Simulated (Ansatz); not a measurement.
CH6GeO3, SMILES `[CH3][Ge]([OH])([OH])[OH]`. The species carries charge 0 and has multiplicity 1. The geometry is a stationary point of PBE0-D4/def2-TZVP. It is one conformer, not always the lowest.

```xyz
11

C    -0.935    0.781   -1.118
Ge    0.151   -0.126    0.181
O     1.723   -0.589   -0.497
O    -0.632   -1.607    0.762
O     0.464    0.898    1.595
H    -0.948    0.210   -2.046
H    -1.952    0.878   -0.740
H    -0.524    1.772   -1.310
H     2.443   -0.292    0.066
H    -0.040   -2.360    0.697
H     0.249    0.437    2.409
```

Question: What is the dipole moment at B3LYP/def2-TZVPP? (Estimate.)

Answer: The calculation gave: 0.44 D, with components (0.25, -0.21, 0.30) D in this frame, pointing from negative to positive charge.

Question: And with PBE, r2SCAN, ωB97M-V? (An estimate is asked.)

Answer: Computed: PBE 0.43 D, r2SCAN 0.45 D, ωB97M-V 0.46 D.

Question: Give the Mulliken charges with B3LYP, r2SCAN, ωB97M-V in def2-TZVPP. (Best estimate.)

Answer: The calculation gave: 
```json
{"atom": "C1", "B3LYP": "-0.37", "r2SCAN": "-0.28", "ωB97M-V": "-0.42"}
{"atom": "Ge2", "B3LYP": "0.80", "r2SCAN": "0.80", "ωB97M-V": "0.79"}
{"atom": "O3", "B3LYP": "-0.45", "r2SCAN": "-0.46", "ωB97M-V": "-0.44"}
{"atom": "O4", "B3LYP": "-0.45", "r2SCAN": "-0.46", "ωB97M-V": "-0.44"}
{"atom": "O5", "B3LYP": "-0.45", "r2SCAN": "-0.46", "ωB97M-V": "-0.44"}
{"atom": "H6", "B3LYP": "0.12", "r2SCAN": "0.09", "ωB97M-V": "0.13"}
{"atom": "H7", "B3LYP": "0.12", "r2SCAN": "0.09", "ωB97M-V": "0.13"}
{"atom": "H8", "B3LYP": "0.12", "r2SCAN": "0.09", "ωB97M-V": "0.13"}
{"atom": "H9", "B3LYP": "0.19", "r2SCAN": "0.20", "ωB97M-V": "0.18"}
{"atom": "H10", "B3LYP": "0.19", "r2SCAN": "0.20", "ωB97M-V": "0.18"}
{"atom": "H11", "B3LYP": "0.19", "r2SCAN": "0.20", "ωB97M-V": "0.18"}
```

B3LYP here is the variant with VWN-RPA as its local correlation; programs differ in this.
